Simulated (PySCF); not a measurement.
Al²⁺ (aluminium, charge +2): UHF calculation

Configuration: [Ne] 3d1, 2D determinant (an excited configuration). All numbers are calculated (PySCF 2.14, scalar relativity by spin-free X2C-1e, in aug-cc-pVDZ-DK (5s4p2d, 27 functions)).

| Property | Result |
| --- | --- |
| Total energy | -240.916947 hartree |
| One-electron energy | -325.3389 hartree |
| Hartree (Coulomb) energy | 102.0394 hartree |
| Exchange energy | -17.6175 hartree |
| ⟨S²⟩ | 0.7500 |
| ⟨L²⟩ | 6.000 |
| Sum of ⟨r⟩ | 8.746 bohr |
| Sum of ⟨r²⟩ | 19.27 bohr² |
| Traceless quadrupole moment −½Σ⟨3z² − r²⟩ along its main axis | 4.47 e·bohr² |
| Langevin diamagnetic susceptibility | -15.3 ×10⁻⁶ cm³/mol |

```json
{"shell": "1s β", "electrons": "1", "mean orbital energy (hartree)": "-59.62620", "spread (hartree)": "0", "rms radius, mean of both spins (bohr)": "0.139"}
{"shell": "1s α", "electrons": "1", "mean orbital energy (hartree)": "-59.62604", "spread (hartree)": "0", "rms radius, mean of both spins (bohr)": "0.139"}
{"shell": "2s α", "electrons": "1", "mean orbital energy (hartree)": "-5.86806", "spread (hartree)": "0", "rms radius, mean of both spins (bohr)": "0.675"}
{"shell": "2s β", "electrons": "1", "mean orbital energy (hartree)": "-5.86798", "spread (hartree)": "0", "rms radius, mean of both spins (bohr)": "0.675"}
{"shell": "2p α", "electrons": "3", "mean orbital energy (hartree)": "-4.16951", "spread (hartree)": "0.00290", "rms radius, mean of both spins (bohr)": "0.670"}
{"shell": "2p β", "electrons": "3", "mean orbital energy (hartree)": "-4.16931", "spread (hartree)": "0.00325", "rms radius, mean of both spins (bohr)": "0.670"}
{"shell": "3d α", "electrons": "1", "mean orbital energy (hartree)": "-0.49027", "spread (hartree)": "0", "rms radius, mean of both spins (bohr)": "3.95"}
```

The outer electron is Rydberg-like, and this basis confines it to a smaller radius and binds it less than a complete one would.

Densities and radii are taken from the X2C orbitals without a picture-change correction, which distorts them close to the nucleus.

Spin-orbit constants ζ (cm⁻¹) from the X2C one-electron operator on these orbitals: bare nucleus, nucleus screened by l(l+1)(2l+1)/3 electrons, and screened by the Breit-Pauli mean field of the electrons.

```tsv
shell	bare	screened nucleus	mean field
2p	2655	2246	2060
3d	3.576	0.8252	0.6868
```

To first order the Landé constant is A = 0.6868 cm⁻¹, so the lowest level has J = 3/2 and lies 0.000128 eV below the centre of the term.
